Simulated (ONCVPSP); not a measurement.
What the settings do to the ONCV potential of S

Base potential:

* Element: S
* Generator: ONCVPSP 4.0.1
* Type: optimised norm-conserving Vanderbilt (ONCV)
* Functional: LDA (Perdew-Wang 92)
* Relativity: scalar-relativistic
* Frozen core: [Ne]
* Valence charge: 6
* Reference configuration: 3s2 3p4
* Partial waves: 3s: rc 1.50 bohr, ncon 5, nbas 8, qcut 5.6 1/bohr, 2 projectors, debl 3.7 Ha; 3p: rc 1.35 bohr, ncon 3, nbas 8, qcut 5.1 1/bohr, 2 projectors, debl 0.8 Ha; d scattering state at 0.29 Ha: rc 1.25 bohr, ncon 4, nbas 7, qcut 6.8 1/bohr, 1 projector
* Local potential: polynomial inside 1.10 bohr (lpopt 5, dvloc0 1 Ha)
* Core correction: Teter function, fcfact 3, rcfact 1.8

Cutoffs, loose and tight: the cutoffs (Ha) at which the residual kinetic energy of the hardest occupied pseudo-wave falls to 1 and 0.1 mHa per electron. They do not see the model core or the augmentation charge, which bear on the density cutoff. Test errors are all-electron minus pseudo excitation energies from the reference, over the configurations 3s2 3p3; 3s2 3p2; 3s2 3p1; 3s2 3p3.5. A dash means not determined; rows that change the core or the reference have their own tests.

A true bound ghost makes a file unfit for plane-wave use even where its test errors are small: the radial tests pick states by their node count and pass the ghost by.

| change | outcome | cutoff, loose | cutoff, tight | bound ghosts | GHOST(+) flags above zero | largest test error (meV) |
| --- | --- | --- | --- | --- | --- | --- |
| base | generated | 13 Ha | 18 Ha | none | s | -55 |
| p: rc 1.54 | generated | 13 Ha | 18 Ha | none | s | -61 |
| d: ncon 3, nbas 6 | generated | 13 Ha | 18 Ha | none | s | -55 |
| p: nproj 1 | generated | 13 Ha | 18 Ha | none | s | -40 |
| core correction Teter function, fcfact 4.25, rcfact 1.65 | generated | 13 Ha | 18 Ha | none | s | -27 |
| functional PBE | generated | 13 Ha | 17 Ha | none | s | -50 |
| local potential polynomial inside 0.80 bohr (lpopt 4, dvloc0 6 Ha) | generated | 13 Ha | 18 Ha | none | s | -55 |
| p: debl 1.5 | generated | 13 Ha | 18 Ha | none | s | -56 |
| local potential polynomial inside 1.10 bohr (lpopt 5, dvloc0 3.5 Ha) | generated | 13 Ha | 18 Ha | none | s | -55 |

Question: What comes out with this change to the base: s: qcut 7.7?

Answer: outcome: generated; cutoff, loose: 14 Ha; cutoff, tight: 17 Ha; bound ghosts: s; GHOST(+) flags above zero: none; largest test error (meV): -62.

Question: What comes out with this change to the base: all radii but the core radius scaled by about 0.90 (s 1.36, p 1.22, d 1.12 bohr); local potential polynomial inside 1.00 bohr (lpopt 5, dvloc0 1 Ha)?

Answer: outcome: generated; cutoff, loose: 13 Ha; cutoff, tight: 73 Ha; bound ghosts: none; GHOST(+) flags above zero: s; largest test error (meV): -59.

Question: What comes out with this change to the base: s: qcut 6.7?

Answer: outcome: generated; cutoff, loose: 14 Ha; cutoff, tight: 18 Ha; bound ghosts: none; GHOST(+) flags above zero: s; largest test error (meV): -56.
